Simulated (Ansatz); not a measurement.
Reaction (cleavage of the B–B bond): `FBB[SiH3]` + `OCO` → `OCOB[SiH3]` + `BF`

Isolated molecules relaxed with PBE0-D4/def2-TZVP in Ansatz; ΔE leaves out vibrations. CBS: MP2 limit from def2 TZ/QZ plus the TZ coupled-cluster correction, frozen cores. This one scheme is used for every species. One conformer a species, not always the lowest.

`FBB[SiH3]`:

Z-matrix (Å, degrees):
```
Si
B 1 2.013
H 1 1.487 2 114.7
H 1 1.493 2 104.9 3 118.4
H 1 1.489 2 112.1 3 -124.4
B 2 1.663 1 123.3 3 -10.9
H 2 1.199 1 115.5 3 166.3
F 6 1.328 2 124.3 1 -88.2
H 6 1.210 2 119.5 1 89.9
```

`OCO`:

Z-matrix (Å, degrees):
```
C
O 1 1.397
O 1 1.396 2 112.9
H 1 1.095 2 105.2 3 -122.5
H 1 1.095 2 112.0 3 118.6
H 2 0.962 1 107.9 3 -61.7
H 3 0.962 1 107.9 2 -61.7
```

`OCOB[SiH3]`:

Z-matrix (Å, degrees):
```
C
O 1 1.419
O 1 1.384 2 112.0
H 1 1.093 2 105.6 3 122.8
H 1 1.092 2 110.0 3 -118.2
B 2 1.351 1 121.1 3 62.0
H 3 0.962 1 109.0 2 68.0
Si 6 2.034 2 125.5 1 0.1
H 6 1.201 2 114.3 1 -178.0
H 8 1.491 6 108.6 2 -97.3
H 8 1.491 6 109.7 2 145.8
H 8 1.490 6 115.0 2 24.0
```

`BF`:

```xyz
4

B     0.043    0.025    0.002
F    -1.096   -0.633   -0.060
H     0.297    0.787   -0.886
H     0.755   -0.178    0.943
```

```json
{"species": "`FBB[SiH3]`", "MP2/CBS(def2) energy (Eh)": "-441.39093"}
{"species": "`OCO`", "MP2/CBS(def2) energy (Eh)": "-190.75646"}
{"species": "`OCOB[SiH3]`", "MP2/CBS(def2) energy (Eh)": "-506.41034"}
{"species": "`BF`", "MP2/CBS(def2) energy (Eh)": "-125.79579"}
```

Q: Work out ΔE.

A: ΔE = (-506.41034) + (-125.79579) − (-441.39093) − (-190.75646) = -0.05874 Eh = -154.2 kJ/mol. CCSD(T)/CBS gives -148.3 kJ/mol.

Largest T1 diagnostic among the species: 0.014.

In def2-TZVPP, CCSD(T) changes the Hartree–Fock value by −5.3 kJ/mol (the triples alone add −3.2 kJ/mol) and MP2 by −11.2 kJ/mol. The D4 term adds −7.0 kJ/mol with B3LYP and −3.9 kJ/mol with PBE0; it sums over pairs of atoms, weighted by their polarisabilities, and B3LYP, whose exchange is more repulsive, gets the larger term.

B3LYP here is the variant with VWN-RPA as its local correlation; programs differ in this.
